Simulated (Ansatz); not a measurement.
`[OH][Ti]([F])([F])[Cl]` + HBr → `[OH][Ti]([F])([F])[Br]` + HCl  (ligand exchange at a Ti–Cl bond)

Calculated with Ansatz (gas phase, PBE0-D4/def2-TZVP geometries, no zero-point term in ΔE). CCSD(T)/CBS adds triple-zeta CCSD(T) − MP2 to the extrapolated MP2 energy (def2 sets, frozen cores). This one scheme is used for every species. Functionals use def2-TZVPP. HSE06 is defined as in plane-wave codes. For Br, Ti outer-core shells are correlated without core-valence functions, which leaves a few kJ/mol of doubt a bond. Scalar relativity is left out up to krypton. Each species was taken in one conformer, which may not be the lowest.

```tsv
level	ΔE (kJ/mol)	difference from CCSD(T)/CBS
PBE-D4	-0.6	2.2
revPBE-D4	-0.1	2.7
ωB97X-V	1.3	4.1
B2PLYP	-1.7	1.1
r2SCANh	-0.7	2.1
r2SCAN0	-0.9	1.9
HSE06	-0.8	2.0
LC-ωPBE	1.3	4.1
RPA@PBE/def2-TZVPP	-2.4	0.4
CCSD(T)/def2-SVP	1.6	4.4
HF/def2-TZVPP	1.6	4.4
MP2/def2-TZVPP	-4.9	-2.1
SCS-MP2/def2-TZVPP	-2.8	0.0
CCSD(T)/def2-TZVPP	-2.2	0.6
HF/CBS(def2)	2.0	4.8
MP2/CBS(def2)	-5.6	-2.8
CCSD(T)/CBS	-2.8	0
```

Largest T1 diagnostic among the species: 0.024, so the coupled-cluster value is less sure than usual.

Leaving LDA and LC-ωPBE aside and taking each functional with its dispersion term where it has one, the values, not all of them listed here, spread over 6.3 kJ/mol, from PBE-QIDH to B97M-V. At CCSD(T), def2-SVP lies +4.4 kJ/mol from the extrapolated value and def2-TZVPP +0.6 kJ/mol. In def2-TZVPP, CCSD(T) changes the Hartree–Fock value by −3.8 kJ/mol (the triples alone add −1.1 kJ/mol) and MP2 by −6.5 kJ/mol.

CCSD(T)/CBS has its own doubt, a few kJ/mol and more with outer-core shells, so smaller differences from it don't rank the levels.
